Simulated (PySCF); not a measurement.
**Steps of a relaxation of [OsOCl4]2+**

[OsOCl4]2+ (singlet; a saddle point, relaxed within its symmetry). PySCF 2.14.0, RKS PBE0, Os def2-SVP with ECP60, O def2-SVP, Cl def2-SVP; non-relativistic Hamiltonian with scalar-relativistic core potentials where named; density fitting; no spin-orbit coupling. Origin of the start: template. Columns: position (Å) and force (eV/Å). Energies are counted from the last step; some of the 6 steps are shown. Forces carry noise of the integration grid, about 0.01 to 0.03 eV/Å.

Run from Python with OMP_NUM_THREADS=2. Where DIIS fails, smearing, a level shift and second-order steps follow.
It took 34 s on 2 threads of Arm Neoverse V1, with other jobs on the host, from the converged density of the start.

```xyz
6
step 0  E = 2.124 eV
Os    0.0000    0.0000    0.1514     0.00    0.00  -19.33
O     0.0000    0.0000    1.6166     0.00    0.00   22.66
Cl    0.0000    0.0000   -2.0248     0.00    0.00   -2.57
Cl    2.1762    0.0000    0.1514     1.01    0.00   -0.25
Cl   -1.0881    1.8846    0.1514    -0.51    0.87   -0.26
Cl   -1.0881   -1.8846    0.1514    -0.50   -0.87   -0.26
```

```xyz
6
step 2  E = 0.059 eV
Os    0.0000    0.0000    0.1255     0.00    0.00    2.59
O     0.0000    0.0000    1.8486     0.00    0.00   -2.00
Cl    0.0000    0.0000   -2.1078     0.00    0.00   -0.20
Cl    2.1924    0.0000    0.1104    -0.02    0.00   -0.13
Cl   -1.0962    1.8987    0.1104     0.01   -0.02   -0.13
Cl   -1.0962   -1.8987    0.1104     0.01    0.02   -0.13
```

```xyz
6
step 3  E = 0.001 eV
Os    0.0000    0.0000    0.1666     0.00    0.00   -0.17
O     0.0000    0.0000    1.8441     0.00    0.00    0.02
Cl    0.0000    0.0000   -2.0991     0.00    0.00    0.04
Cl    2.1930    0.0000    0.0952    -0.04    0.00    0.04
Cl   -1.0965    1.8992    0.0952     0.02   -0.03    0.03
Cl   -1.0965   -1.8993    0.0952     0.02    0.03    0.03
```

Where does the relaxation end?

It converges at step 5 in C3v:
```xyz
6
step 5  E = 0
Os    0.0000    0.0000    0.1611
O     0.0000    0.0000    1.8398
Cl    0.0000    0.0000   -2.1005
Cl    2.1917    0.0000    0.0990
Cl   -1.0959    1.8981    0.0990
Cl   -1.0958   -1.8981    0.0990
```

How did the contacts change?


```json
{"contact": "Os1–O2 (O)", "start (Å)": "1.465", "end (Å)": "1.679"}
{"contact": "Os1–Cl3 (Cl)", "start (Å)": "2.176", "end (Å)": "2.262"}
{"contact": "Os1–Cl4 (Cl)", "start (Å)": "2.176", "end (Å)": "2.193"}
{"contact": "Os1–Cl5 (Cl)", "start (Å)": "2.176", "end (Å)": "2.193"}
{"contact": "Os1–Cl6 (Cl)", "start (Å)": "2.176", "end (Å)": "2.193"}
```
